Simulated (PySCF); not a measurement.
In(Br)(OH)(OMe) (CH4BrInO2), SMILES C[O][In]([OH])[Br].

The structure is a stationary point at PBE0-D3(BJ)/def2-SVP. The structure was generated by enumeration; whether it is a known compound was not checked. The def2 effective core potentials stand for the cores of In; spin–orbit coupling is left out. The values are those of a single conformer.

These are TDDFT-PBE/def2-SVPD in PySCF 2.14.0 values and carry that method's errors.

Vertical excitations. The molecule is in vacuum. State labels are in the subgroup Cs.

```tsv
state	symmetry	energy (eV)	λ (nm)	f	main pairs
S1	A"	3.26	380	0.001	HOMO→LUMO 100 %
S2	A'	3.99	311	0.061	HOMO−1→LUMO 88 %
S3	A"	4.10	302	0.000	HOMO−2→LUMO 100 %
S4	A'	4.20	295	0.007	HOMO−3→LUMO 95 %
S5	A"	4.54	273	0.026	HOMO−4→LUMO 99 %
S6	A'	5.07	245	0.085	HOMO→LUMO+1 81 %
S7	A"	5.15	241	0.001	HOMO−1→LUMO+1 99 %
S8	A'	5.24	237	0.107	HOMO−5→LUMO 63 %, HOMO−2→LUMO+1 27 %
S9	A"	5.57	222	0.000	HOMO−3→LUMO+1 100 %
S10	A'	5.96	208	0.082	HOMO−4→LUMO+1 38 %, HOMO−2→LUMO+1 37 %, HOMO−5→LUMO 10 %, HOMO−6→LUMO 9 %
T1	A"	2.99	414	0	HOMO→LUMO 100 %
T2	A'	3.35	370	0	HOMO−1→LUMO 99 %
T3	A"	3.81	325	0	HOMO−2→LUMO 99 %
T4	A'	3.88	319	0	HOMO−3→LUMO 99 %
```
Triplets are in the Tamm–Dancoff approximation, which puts them higher than full response would, so one can lie above its singlet here.
